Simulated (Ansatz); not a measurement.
Geometry optimisation, Ansatz 0.2.0, DFT PBE, scalar-relativistic, plane waves, PAW.

input.yaml

```yaml
crystal:
  lattice:
    - [0.0, 5.43, 5.43]
    - [5.43, 0.0, 5.43]
    - [5.43, 5.43, 0.0]
  atoms:
    - { symbol: Si, position: [0.0, 0.0, 0.0] }
    - { symbol: Si, position: [0.125, 0.125, 0.125] }
    - { symbol: Si, position: [0.0, 0.0, 0.5] }
    - { symbol: Si, position: [0.125, 0.125, 0.625] }
    - { symbol: Si, position: [0.0, 0.5, 0.0] }
    - { symbol: Si, position: [0.125, 0.625, 0.125] }
    - { symbol: Si, position: [0.0, 0.5, 0.5] }
    - { symbol: Si, position: [0.125, 0.625, 0.625] }
    - { symbol: Si, position: [0.5, 0.0, 0.0] }
    - { symbol: Si, position: [0.625, 0.125, 0.125] }
    - { symbol: Si, position: [0.5, 0.0, 0.5] }
    - { symbol: Si, position: [0.625, 0.125, 0.625] }
    - { symbol: Si, position: [0.5, 0.5, 0.0] }
    - { symbol: Si, position: [0.625, 0.625, 0.125] }
    - { symbol: Si, position: [0.5, 0.5, 0.5] }
    - { symbol: Si, position: [0.625, 0.625, 0.625] }
    - { symbol: Li, position: [0.8829309, 0.3682938, 0.3806143] }
total_charge: 1
basis:
  ecutwfc: 420.0
kpoints:
  mp_grid: { grid: [2, 2, 2] }
hamiltonian:
  xc: pbe
  pseudopotentials: { kind: paw, azcp: { folder: soft_1 } }
scf:
  occupations: { method: gaussian, width: 0.05 }
  lower_state_search: "off"
relax:
  f_tol: 0.03
  max_steps: 60
  adjacent_minimum: "off"
```

Command:

```bash
$ ansatz run input.yaml --threads 1 --pin off --max-ram 3072MiB --backend cpu --events-out ev --progress --plain --runs-dir out
```

Where does it end, and by what steps?

The forces met the threshold. Limits of this set-up: charged cell in a uniform background, uncorrected. After 3 steps the energy has fallen by 0.123 eV; Li17 moved furthest, 0.07 Å.

```tsv
step	energy less start (eV)	largest force component (eV/Å)	accepted
0	0.0000	0.642	yes
1	-0.1165	0.164	yes
2	-0.1223	0.048	yes
3	-0.1229	0.002	yes
```

```xyz
17
Lattice="0.0000 5.4300 5.4300 5.4300 0.0000 5.4300 5.4300 5.4300 0.0000" Properties=species:S:1:pos:R:3
Si 0.009 -0.005 -0.009
Si 1.336 1.362 1.358
Si 2.690 2.744 -0.025
Si 4.072 4.098 1.358
Si 2.690 -0.020 2.740
Si 4.072 1.362 4.094
Si 5.455 2.744 2.740
Si 6.787 4.077 4.073
Si 0.008 2.728 2.724
Si 1.357 4.076 4.073
Si 2.706 5.425 2.724
Si 4.072 6.792 4.051
Si 2.706 2.728 5.422
Si 4.072 4.055 6.788
Si 5.454 5.410 5.406
Si 6.809 6.792 6.788
Li 4.072 6.793 6.788
```

The run took 13 s on 1 thread of Intel(R) Xeon(R) 6975P-C (Granite Rapids), with other jobs on the host, peak memory 0.58 GiB.
